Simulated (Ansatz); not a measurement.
Born–Oppenheimer molecular dynamics of GaH5S (7 atoms, charge 0, multiplicity 1). It starts from a rough guess of a transition structure, not a stationary point.

Method: UHF/def2-SVP in Ansatz 0.2.0.

| Quantity | Value |
| --- | --- |
| ensemble | NVE (velocity Verlet) |
| time step | 0.5 fs |
| steps asked | 150 |
| starting velocities drawn for | 1000 K |
| seed | 602487 |

First frame:

```xyz
7
Properties=species:S:1:pos:R:3
Ga -0.593 -0.754 0.302
S -0.096 1.512 -0.977
H -1.330 -1.886 -0.469
H -0.651 -0.516 1.845
H 1.105 0.217 -0.636
H 1.347 -0.652 -0.251
H 0.217 2.080 0.187
```

(1) How far do the bonds stretch over the last three quarters of this one trajectory? (Pairs bonded in most of those frames.)

Results:

(1) 
```tsv
bond	mean (Å)	spread (Å)	shortest	longest
Ga1–S2	2.217	0.212	1.95	2.63
Ga1–H3	1.581	0.078	1.46	1.70
Ga1–H4	1.572	0.016	1.54	1.60
S2–H7	1.337	0.011	1.32	1.35
H5–H6	0.795	0.113	0.61	0.94
```

Mean temperature of the second half: 2897 K. The conserved energy stayed within 2.3 meV per atom of its start (net change -1 meV per atom), so the integration is sound. The system heated up, since it started high on the potential surface and ran downhill. A run of 0.075 ps of so small a system gives no equilibrium averages. The orbitals stay closed-shell, which can raise the energy where a bond breaks towards radicals; this wasn't checked here.

The run took 3.6 min on 1 thread of Arm Neoverse V2 (shared host), peak memory 0.19 GiB.
